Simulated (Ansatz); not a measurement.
Consider the cleavage of the Si–B bond: `FB[SiH2]S` + H₂Te → `S[SiH2][TeH]` + `BF`.

Calculated with Ansatz (gas phase, PBE0-D4/def2-TZVP geometries, no zero-point term in ΔE). CCSD(T)/CBS adds triple-zeta CCSD(T) − MP2 to the extrapolated MP2 energy (def2 sets, frozen cores). This one scheme is used for every species. DFT in def2-TZVPP. def2 core potentials past Kr. For Te outer-core shells are correlated without core-valence functions, which leaves a few kJ/mol of doubt a bond. Each species was taken in one conformer, which may not be the lowest.

CCSD(T)/CBS gives -0.96 eV.

Task: Another level gave -0.87 eV. Which?
A. SCS-MP2/def2-TZVPP
B. r2SCAN/def2-TZVPP
C. RPA@PBE/def2-TZVPP
D. BLYP/def2-TZVPP

Result: B. r2SCAN -0.87, RPA@PBE/def2-TZVPP -0.83, BLYP -0.78, SCS-MP2/def2-TZVPP -0.98 eV.

Largest T1 diagnostic among the species: 0.014.

From PBE to PBE0 (25 % exact exchange), in def2-TZVPP and without D4, ΔE moves by −0.06 eV. At CCSD(T), def2-SVP lies +0.13 eV from the extrapolated value and def2-TZVPP +0.08 eV. The D4 term adds −0.06 eV with B3LYP and −0.03 eV with PBE0; it sums over pairs of atoms, weighted by their polarisabilities, and B3LYP, whose exchange is more repulsive, gets the larger term.

B3LYP here is the variant with VWN-RPA as its local correlation; programs differ in this.
